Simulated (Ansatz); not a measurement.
C₃H₇NSe (`CC(=N)C[SeH]`). The species carries charge 0 and has multiplicity 1. The geometry is a stationary point of PBE0-D4/def2-TZVP. It is one conformer, not always the lowest.

```xyz
12

C     0.733    1.094   -0.139
C     0.404   -0.219    0.504
N     0.845   -0.630    1.619
C    -0.525   -1.125   -0.244
Se   -2.369   -0.450   -0.305
H    -0.175    1.687   -0.277
H     1.436    1.666    0.467
H     1.169    0.936   -1.130
H     1.465    0.062    2.040
H    -0.206   -1.284   -1.274
H    -0.582   -2.083    0.269
H    -2.196    0.345   -1.528
```

Problem. What is the dipole moment at r2SCAN/def2-TZVPP? (Estimate.)

Solution. The calculation gave: 2.76 D, with components (1.19, 1.61, -1.90) D in this frame, pointing from negative to positive charge.

Problem. And with PBE, B3LYP, ωB97M-V? (Best estimate.)

Solution. The calculation gave: PBE 2.63 D, B3LYP 2.71 D, ωB97M-V 2.74 D.

Problem. Give the Mulliken charges with r2SCAN, ωB97M-V, PBE in def2-TZVPP. (Estimate.)

Solution. Computed: 
```json
{"atom": "C1", "r2SCAN": "-0.14", "ωB97M-V": "-0.28", "PBE": "-0.22"}
{"atom": "C2", "r2SCAN": "0.06", "ωB97M-V": "0.05", "PBE": "-0.03"}
{"atom": "N3", "r2SCAN": "-0.29", "ωB97M-V": "-0.23", "PBE": "-0.20"}
{"atom": "C4", "r2SCAN": "-0.07", "ωB97M-V": "-0.24", "PBE": "-0.14"}
{"atom": "Se5", "r2SCAN": "-0.10", "ωB97M-V": "-0.07", "PBE": "-0.08"}
{"atom": "H6", "r2SCAN": "0.07", "ωB97M-V": "0.12", "PBE": "0.09"}
{"atom": "H7", "r2SCAN": "0.04", "ωB97M-V": "0.09", "PBE": "0.07"}
{"atom": "H8", "r2SCAN": "0.06", "ωB97M-V": "0.11", "PBE": "0.08"}
{"atom": "H9", "r2SCAN": "0.15", "ωB97M-V": "0.11", "PBE": "0.14"}
{"atom": "H10", "r2SCAN": "0.09", "ωB97M-V": "0.15", "PBE": "0.12"}
{"atom": "H11", "r2SCAN": "0.10", "ωB97M-V": "0.15", "PBE": "0.12"}
{"atom": "H12", "r2SCAN": "0.04", "ωB97M-V": "0.06", "PBE": "0.04"}
```

B3LYP here is the variant with VWN-RPA as its local correlation; programs differ in this.
